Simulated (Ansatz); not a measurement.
`O[SiH2][GeH3]` and `[SiH3][SiH2][GeH3]` differ in one atom or group.

Ansatz, PBE0-D4/def2-TZVP geometries, multiplicity 1. Each molecule was computed in one conformer, which needn't be the lowest.

Scalar relativity is left out up to krypton.

| property | `O[SiH2][GeH3]` |
| --- | --- |
| HOMO–LUMO gap (B3LYP/def2-TZVPP) / eV | 7.34 |
| LUMO energy (ωB97M-V/def2-TZVPP) / eV | 1.35 |
| HOMO energy (PBE0/def2-TZVPP) / eV | -8.08 |
| size of the dipole moment (PBE/def2-TZVPP) / D | 1.39 |
| size of the dipole moment (B3LYP/def2-TZVPP) / D | 1.47 |
| HOMO–LUMO gap (ωB97M-V/def2-TZVPP) / eV | 11.49 |

Task: What does the change do to each property? (Best estimate.)

Result: Ansatz gave: 
| property | `[SiH3][SiH2][GeH3]` | shift |
| --- | --- | --- |
| HOMO–LUMO gap (B3LYP/def2-TZVPP) / eV | 7.40 | 0.06 |
| LUMO energy (ωB97M-V/def2-TZVPP) / eV | 1.51 | 0.16 |
| HOMO energy (PBE0/def2-TZVPP) / eV | -7.98 | 0.10 |
| size of the dipole moment (PBE/def2-TZVPP) / D | 0.11 | -1.28 |
| size of the dipole moment (B3LYP/def2-TZVPP) / D | 0.18 | -1.29 |
| HOMO–LUMO gap (ωB97M-V/def2-TZVPP) / eV | 11.46 | -0.03 |

The zero-point energy changes by 28.0 kJ/mol with +6 modes. Dipoles are sizes alone; their direction can turn.

B3LYP here is the variant with VWN-RPA as its local correlation; programs differ in this.
